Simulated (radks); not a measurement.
Excited configurations of Fe III: one electron is placed in a higher orbital outside [Ar] 3d5. The ground configuration is [Ar] 3d6. Calculated with a radial shooting solver on a logarithmic mesh with Libxc functionals: non-relativistic Kohn-Sham, r2SCAN, spin-polarised, spherical densities, point nucleus; open shells are filled with parallel spins first; meta-GGA in the generalised Kohn-Sham scheme. Excitation = E - E(ground); binding = E(ion) - E, where the ion is the core of charge +3; n* = 3/sqrt(2 binding) in atomic units, and the quantum defect is n - n*.

outer orbital,excitation (eV),binding (eV),n*,quantum defect,eigenvalue (eV),<r> (bohr)
4p,9.720,20.460,2.446,1.554,-17.197,2.796
4f,22.514,7.667,3.996,0.004,-6.150,5.888
5p,19.854,10.327,3.443,1.557,-8.893,5.773
5d,22.978,7.203,4.123,0.877,-6.075,7.647
6s,22.955,7.226,4.117,1.883,-6.301,8.630
6d,25.459,4.722,5.093,0.907,-4.046,12.23
7s,25.474,4.707,5.101,1.899,-4.120,13.21

The Delta-SCF ionisation energy is 30.181 eV (NIST Atomic Spectra Database: 30.65 eV, measured). Self-interaction in the functional shifts the binding energies and quantum defects, so they are the method's values and not measured ones. Open shells are spherical and high-spin; term and fine-structure splittings are not resolved.
